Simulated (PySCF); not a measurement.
**Electron correlation in Ru (ruthenium, neutral)**

[Kr] 4d7 5p1, one real determinant (an excited configuration). Computed with PySCF 2.14 in def2-QZVPPD with the def2 core potential (28 electrons), with scalar relativity through the core potential. Frozen: nothing; 16 electrons correlated.

MP2 pair energies summed by pair of shells (mhartree):

```
 pair   energy  share (%)
4p-4d  -181.83       36.2
4d-4d  -164.21       32.7
4p-4p   -71.12       14.2
4s-4p   -33.39        6.7
4s-4d   -28.40        5.7
4d-5p   -14.39        2.9
4s-4s    -5.48        1.1
4p-5p    -2.63        0.5
4s-5p    -0.19        0.0
```

Total MP2 correlation energy: -501.64 mhartree.

Same-spin part -159.09 and opposite-spin part -342.55 mhartree; SCS-MP2 scales them by 1/3 and 6/5 to -464.09 mhartree.

The reference is one real determinant that mixes LS terms of this configuration.

The basis has no tight functions for the innermost shells, so their pair energies are far from complete.

This basis was not built for core-valence correlation, so the inner-shell part is incomplete.
